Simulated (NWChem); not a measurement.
SiNH$_{3}$, singlet; SMILES N[SiH]

```xyz
5

Si     0.0886    -0.6844     0.0000
H     -1.4410    -0.8550     0.0000
N      0.0216     1.0327     0.0000
H     -0.8151     1.6080     0.0000
H      0.8646     1.5987     0.0000
```
Atoms are numbered in this order, from 1.

All runs: NWChem. Low-valent species are run as closed-shell singlets; no triplet was tried in these runs. Geometry: optimised at PBE0/def2-SVP. Ions are spin-unrestricted doublets at the neutral geometry; other ion states weren't tried. Functional: LC-ωPBE (HJS hole) with def2-SVP; rows give the range parameter ω in 1/bohr.

```
range parameter (1/bohr)  vertical ionisation energy, ΔSCF (eV)  −ε(HOMO) (eV)  ΔSCF minus −ε(HOMO) (eV)
------------------------  -------------------------------------  -------------  ------------------------
0.05                                                        ___            ___                       ___
0.15                                                       8.64           7.22                      1.42
0.20                                                       8.67           7.72                      0.95
0.35                                                       8.75           8.69                      0.06
0.50                                                       8.80           9.16                     -0.36
```

Task: Some entries are withheld; supply them.

Result: 
- 0.05, vertical ionisation energy, ΔSCF (eV): 8.61
- 0.05, −ε(HOMO) (eV): 5.90
- 0.05, ΔSCF minus −ε(HOMO) (eV): 2.71
